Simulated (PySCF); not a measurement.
## From a computed spectrum to the compound

A species of 9 atoms with charge 0 has these harmonic modes (PBE0, small Gaussian bases with core potentials, PySCF 2.14.0):

```
cm⁻¹  km/mol
 139     0.8
 139     0.8
 139     0.7
 143     0.0
 143     0.0
 252     0.0
 254     0.1
 254     0.1
 324     2.9
 325     0.0
 342   468.1
 342   463.8
 342   463.7
 632   271.2
 633   274.0
 633   274.0
 674     0.0
4008   274.0
4008   274.0
4008   269.5
4012     0.0
```

Task: Which species is it, and in which structure?

Result: Ce(OH)4 (singlet):
```xyz
9

Ce    0.0000    0.0000    0.0000
O     1.3090    1.0723    1.1944
H     1.9089    1.5775    1.7430
O    -1.3090   -1.0723    1.1944
H    -1.9089   -1.5775    1.7430
O     1.0723   -1.3090   -1.1944
H     1.5775   -1.9089   -1.7430
O    -1.0723    1.3090   -1.1944
H    -1.5775    1.9089   -1.7430
```
Ideal gas at 298.15 K and 1 bar: S = 391.1 J/(mol K), Cp = 144.7 J/(mol K), H − H(0 K) = 28.8 kJ/mol (rigid rotor, harmonic modes, spin degeneracy alone). The run didn't use the full symmetry, so degenerate modes split by noise. 
 Other answers can fit too; this one was computed.
